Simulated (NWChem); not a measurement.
# Basis-set convergence for CH5NSi

```xyz
8

Si     0.1228    -0.7075     0.0000
C     -1.4694     0.3845     0.0000
H     -2.0920     0.1251    -0.8849
H     -1.3039     1.4835     0.0000
H     -2.0920     0.1251     0.8849
N      1.3072     0.5615     0.0000
H      1.1237     1.5720     0.0000
H      2.3117     0.3619     0.0000
```
Charge 0, spin multiplicity 1.

Everything below was run with NWChem. The geometry was optimised at PBE/def2-SVP, a minimum by its harmonic frequencies. It is one conformer; others weren't searched.

Quantity: vertical ionisation energy at the level ΔCCSD(T) (Δ: difference of total energies, the cation a doublet at the parent's geometry with its hole in an orbital of symmetry a' (Cs labels); it is the state that the SCF runs reached, from PBE0 orbitals for Hartree-Fock references, and need not be the lowest).

The correlated methods keep 7 core orbitals frozen. The Pople sets run with spherical d functions. The structure started from a generated list of species. The stability of the SCF solutions was not checked. Open-shell Hartree-Fock references start from PBE0 orbitals; any time given for them includes that run.

The cost column gives rough processor time relative to 3-21G; each entry includes its own SCF.

Q: In 6-311G** the value is 8.17 eV. Among 3-21G, 6-31+G*, cc-pVDZ, which is the smallest basis within 0.2 eV of it?

A: 6-31+G*, with 68 functions against 92 (also within reach: cc-pVDZ). 6-311G** isn't the basis-set limit itself, and a small set can land close by cancellation.

```tsv
basis	functions	vertical ionisation energy (eV)	relative cost
3-21G	41	7.62	1
6-31+G*	68	8.11	4
cc-pVDZ	71	8.12	5
6-311G**	92	8.17	10
```
